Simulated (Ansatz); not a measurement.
The first iterations of a band of ClF$_{4}$H$_{2}$OTa (9 atoms, charge 0, multiplicity 1).

Level of theory: Ansatz, RKS PBE/def2-SVP.

```
movable images  : 9
climbing image  : yes
spring          : 5.0 eV/Å²
optimiser       : quadratic models (default)
start path      : through a guess of the saddle point
force threshold : 0.05 eV/Å
iteration limit : 60
end points      : relaxed
```

First end point:

```xyz
9
Properties=species:S:1:pos:R:3
Ta 0.063 -0.107 -0.154
F 1.844 -0.767 -0.123
F 0.338 0.572 1.595
Cl -0.092 -0.701 -2.446
F -1.184 1.293 -0.451
F -0.976 -1.542 0.437
O 1.349 1.669 -0.834
H 0.918 2.340 -1.398
H 2.218 1.455 -1.226
```

Last end point:

```xyz
9
Properties=species:S:1:pos:R:3
Ta -0.108 0.281 -0.256
F 2.084 -0.406 -0.232
F 0.317 0.810 1.509
Cl -0.330 -0.263 -2.546
F -1.793 1.079 -0.180
F -0.325 -1.514 0.246
O 1.220 1.678 -0.840
H 1.218 1.994 -1.763
H 2.195 0.553 -0.538
```

| iteration | highest image above the first end (eV) | largest band force component (eV/Å) |
| --- | --- | --- |
| 1 | 8.772 | 60.608 |
| 2 | 2.977 | 11.353 |
| 3 | 1.695 | 6.589 |
| 4 | 1.239 | 3.498 |
| 5 | 1.050 | 1.957 |

Task: Does the band converge within its limit, and where does its top end?

Result: The forces met the threshold. It ended after 15 iterations with the highest image 0.890 eV above the first end. The top lies less than 8 meV above the higher end, about what the thresholds resolve: that end is a shoulder or a very shallow well. A vibrational analysis at the climbing image gives one clearly imaginary mode, 203i cm⁻¹: a first-order saddle point. The orbitals stay closed-shell, which can raise the energy where a bond breaks towards radicals; this wasn't checked here.

Time of the run: 3.9 min on 4 threads of Arm Neoverse V2, on a shared host, peak memory 0.2 GiB.
